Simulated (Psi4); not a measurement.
Psi4 input (wB97X-D/6-311+G**):

```
memory 1500 MB

molecule {
1 1
C    -1.89828500   -0.15724400   -0.08918600
N    -0.62675300   -0.49168100    0.66325700
B     0.63957400    0.08852100   -0.02593600
O     0.93011100    1.31983300    0.39931600
O     1.16384200   -0.75478800   -0.91776200
H    -2.74480900   -0.58755700    0.43840400
H    -1.99147200    0.92423100   -0.13522600
H    -1.82232800   -0.57710800   -1.08835400
H    -0.69831200   -0.12373400    1.61374900
H    -0.54242900   -1.50737500    0.73534200
H     1.68379700    1.79742300    0.03323000
H     1.94303500   -0.50360800   -1.42758500
symmetry c1
no_reorient
no_com
}

set {
  basis 6-311+G**
  reference rks
  scf_type df
  df_basis_scf def2-universal-jkfit
  dft_radial_points 99
  dft_spherical_points 590
  e_convergence 1e-8
  d_convergence 1e-7
  maxiter 150
}

e = energy('wb97x-d')
print_out(f'\nFINAL {e:.10f} DIPOLE {variable("CURRENT DIPOLE")[0]:.6f} {variable("CURRENT DIPOLE")[1]:.6f} {variable("CURRENT DIPOLE")[2]:.6f}\n')
```

From the output:

```
    One-Electron Energy =                -725.8450652073776155
    Two-Electron Energy =                 294.9874614747284340
    DFT Exchange-Correlation Energy =     -24.9441513763166824
    Empirical Dispersion Energy =          -0.0044890222202569
    VV10 Nonlocal Energy =                  0.0000000000000000
    Total Energy =                       -272.2677262537657725

Computation Completed

Properties will be evaluated at   0.000000,   0.000000,   0.000000 [a0]

Properties computed using the SCF density matrix

 Multipole Moments:

 ------------------------------------------------------------------------------------
     Multipole            Electronic (a.u.)      Nuclear  (a.u.)        Total (a.u.)
 ------------------------------------------------------------------------------------

 L = 1.  Multiply by 2.5417464519 to convert [e a0] to [Debye]
 Dipole X            :         -0.0702287           -0.0000094           -0.0702382
 Dipole Y            :         -0.1545589            0.0000113           -0.1545476
 Dipole Z            :          0.2309847           -0.0000094            0.2309752
 Magnitude           :                                                    0.2866495

 ------------------------------------------------------------------------------------

FINAL -272.2677262538 DIPOLE -0.070238 -0.154548 0.230975

*** Psi4 exiting successfully. Buy a developer a beer!
```

The dipole moment of an ion depends on the origin.

The geometry given is a B3LYP-D3(BJ)/def2-TZVP minimum.
